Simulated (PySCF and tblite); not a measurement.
Values are calculated unless marked as measured or tabulated.
## Barrier and rate of a rearrangement

System: C4H5NO3Si, numbered as in [O:1]=[C:2]([O:3][SiH3:4])[c:5]1[cH:6][cH:7][o:8][n:9]1.

Motion: shift of Si4 from O3 to O1. Level: PBE0/pcSseg-1 + D3(BJ) on PBE0-D3(BJ)/def2-SVP stationary points, with GFN2-xTB thermal terms. Rate constants are transition-state-theory values, counting equivalent paths, without tunnelling. Programs: tblite and PySCF.

```csv
point,symmetry,E(GFN2) kcal/mol,E(DFT) kcal/mol,ZPE change kcal/mol,lowest mode cm⁻¹,dipole D
start,Cs,0.0,0.0,0.00,36,1.42
saddle,C1,13.6,14.7,0.25,323i,3.94
end,Cs,1.2,1.1,0.03,27,4.37
```

```json
{
  "Electronic barrier": "14.7 kcal/mol",
  "Barrier with zero-point energy": "14.9 kcal/mol",
  "ΔH‡ (298 K)": "14.4 kcal/mol",
  "ΔS‡ (298 K, symmetry apart)": "-4.1 cal/(mol K)",
  "Paths": "2 equivalent paths",
  "End point": "a different minimum",
  "Mean lifetime of the start against this motion at 298 K": "23 ms",
  "Cost": "9.3 min on 1 thread of Arm Neoverse V1, shared host (rough), peak memory 0.99 GiB, launched as `OMP_NUM_THREADS=1 python ens_run.py task.json out`"
}
```

| T/K | ΔG‡ kcal/mol | k s⁻¹ | ΔG kcal/mol | k back s⁻¹ |
| --- | --- | --- | --- | --- |
| 150 | 15.2 | 4.5×10⁻¹⁰ | 1.1 | 1.9×10⁻⁸ |
| 200 | 15.3 | 0.00015 | 1.1 | 0.0024 |
| 250 | 15.5 | 0.31 | 1.1 | 2.9 |
| 298 | 15.6 | 44 | 1.1 | 279 |
| 350 | 15.8 | 2000 | 1.1 | 9560 |
| 400 | 16.0 | 3.1×10⁴ | 1.1 | 1.2×10⁵ |
| 500 | 16.4 | 1.5×10⁶ | 1.1 | 4.3×10⁶ |

ΔG and ΔG‡ leave out symmetry numbers and mirror images; rates count paths: 2 out, 2 back.
